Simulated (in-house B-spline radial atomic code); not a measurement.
As. Computed with a B-spline radial atomic code. Model: non-relativistic spherical atom: semilocal Troullier-Martins pseudo-atom, one channel per l, against all electrons, high spin, G0W0 and RPA with empty states to l = 8, local potential for every l without a channel, a model core (radius 0 = none) keeps its share of the functional.

What the tables leave out is listed at the end.

The pseudopotential gives back the lowest level of each angular momentum of its own functional in the configuration it was made in; a second state of the same l is only approximately right. Exact exchange, RPA and GW see the smooth pseudo-orbitals and miss the exchange with the core, for which the functional's share stands in. The column with an uncorrelated core keeps all orbitals and exact exchange, and so separates missing core correlation from pseudisation. Only the three outermost levels and the lowest empty one were computed. RPA here is direct RPA, with no exchange kernel, and its energies carry an (l + 1/2)⁻⁴ tail. A hybrid on a potential with a model core restores only its own semilocal share of the core's exchange.

Command:
```bash
python run_psgw.py task.json out
```
Settings (lengths in bohr, energies in hartree):
```
Z                      33
electrons              33
configuration          [Ar] 3d10 4s2 4p3
generated_in           [Ar] 3d10 4s2 4p3
functional             pbe,pbe
core_shells            4
radius_factor          1
core_correction        True
```

Time taken, with all properties: 16 s on 1 thread of Intel(R) Xeon(R) 6975P-C (Granite Rapids), with other jobs on the host.

Given: made with PBE; model core radius 0.279 bohr; local radius 0.691 bohr; mean-field start PBE.

Valence shells of the generating configuration: 3p, 3d, 4s, 4p.

Channel: s 1.661, p 0.52, d 1.441 (radii in bohr).

Computed: largest level miss in the spin-unpolarised generating configuration 0.033 eV; valence RPA correlation energy all-electron orbitals -1.4116 hartree; all-electron RPA polarisability, core included 27.777 bohr³; pseudo-atom RPA polarisability 27.401 bohr³.

| level | occupied | mean-field all-electron (eV) | mean-field pseudo minus all (eV) | G0W0 all-electron (eV) | G0W0 uncorrelated core minus all (eV) | G0W0 pseudo minus all (eV) | exchange self-energy all-electron (eV) | exchange self-energy pseudo (eV) |
| --- | --- | --- | --- | --- | --- | --- | --- | --- |
| 4p up | 1 | -5.9554 | -0.034 | -9.6681 | 0.001 | 0.039 | -16.345 | -15.645 |
| 4p down (empty) | 0 | -3.6564 | -0.038 | -1.1089 | 0.001 | 0.093 | -4.3055 | -3.6023 |

(1) What is the valence RPA correlation energy pseudo?

Given: mean-field start PBE0.

Computed: valence RPA correlation energy all-electron orbitals -1.355 hartree; valence RPA correlation energy pseudo -1.4104 hartree; pseudo-atom RPA polarisability 23.44 bohr³.

```
          level  occupied  mean-field all-electron (eV)  mean-field pseudo minus all (eV)  G0W0 all-electron (eV)  G0W0 uncorrelated core minus all (eV)  G0W0 pseudo minus all (eV)  exchange self-energy all-electron (eV)  exchange self-energy pseudo (eV)
          4p up         1                       -7.1338                             0.055                 -9.9925                                  0.001                       0.114                                  -16.38                           -15.602
        4s down         1                       -13.452                            -0.471                 -16.339                                 -0.068                      -1.238                                 -16.195                            -16.77
4p down (empty)         0                       -2.6294                             0.047                -0.81084                                  0.001                       0.113                                 -3.9153                           -3.2711
```

(2) What is the all-electron RPA polarisability, core included?

Answers

(1) -1.4593 hartree.

(2) 23.291 bohr³.

Among the listed levels the largest G0W0 shift of the pseudo-atom is -1.24 eV, for 4s down on the PBE0 start, while leaving the core uncorrelated moves that level by -0.07 eV. So pseudisation and the lost core exchange, not the missing core correlation, make the error. Not in the tables (levels of low weight, unsolved or above zero; the highest and the empty levels are kept at any weight): on PBE the G0W0 levels 4s down (pseudo minus all -0.92 eV, weights 0.66 and 0.74), 4s up (pseudo minus all -1.37 eV, weights 0.07 and 0.06); on PBE0 the G0W0 levels 4s up (pseudo minus all -0.70 eV, weights 0.26 and 0.34); no Hartree-Fock pseudo-atom is run with a model core.
